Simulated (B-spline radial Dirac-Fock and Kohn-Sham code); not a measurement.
**Cross section and asymmetry of the 4p3/2 subshell of Eu³⁺**

System: europium as Eu³⁺ in the configuration [Xe] 4f6. The computed 4p3/2 threshold is 307.5 eV; without correlation, outer thresholds are uncertain by 1 to 2 eV. With an open shell the threshold is an average over the terms of the final ion.

Input file task.json (cfg lists n, l and occupation; rrms is the nuclear radius in fm):

```json
{"items": [{
  "Z": 63,
  "q": 3,
  "cfg": [[1, 0, 2], [2, 0, 2], [2, 1, 6], [3, 0, 2], [3, 1, 6], [3, 2, 10], [4, 0, 2], [4, 1, 6], [4, 2, 10], [4, 3, 6], [5, 0, 2], [5, 1, 6]],
  "A": 153,
  "rrms": 5.1115,
  "do": ["binding", "quiet", "photo", "scan"],
  "hv": [35.8, 42.4, 60, 80, 95.3, 300, 400, 590.0, 722.0, 1000, 2984.4, 6000, 7850.0, 15000, 30800.0, 133000.0]
}]}
```

Launch: `python xray_run.py task.json out`

The computed values come from a radial finite-basis atomic code: a relativistic central-field model (Hartree-Slater potential of the initial state, Latter tail, multipole expansion of the photon field, Dirac-Fock thresholds). Interchannel coupling and autoionising resonances are not included, so magnitudes near threshold are approximate.

```
kinetic energy (eV)  σ (Mb)      β
                1.5   0.312  -0.91
                1.9   0.311  -0.90
                2.3   0.311  -0.88
                2.9   0.311  -0.87
                3.7   0.310  -0.85
                4.6   0.310  -0.82
                5.7   0.309  -0.79
                7.2   0.309  -0.76
                9.0   0.308  -0.72
               11.2   0.306  -0.67
               14.0   0.305  -0.62
               17.5   0.304  -0.55
               21.9   0.302  -0.47
               27.4   0.300  -0.38
               34.2   0.296  -0.28
               42.8   0.293  -0.16
               53.5   0.288  -0.03
               66.9   0.282   0.11
               83.7   0.275   0.27
              104.7   0.266   0.44
              130.9   0.253   0.60
              163.6   0.239   0.75
              204.6   0.222   0.90
              255.8   0.202   1.04
              319.9   0.180   1.18
              400.0   0.156   1.30
```

The cross section shows no minimum in this range. It is largest at the lowest energy, 0.312 Mb. β ranges from -0.91 (at 1.5 eV) to 1.30.
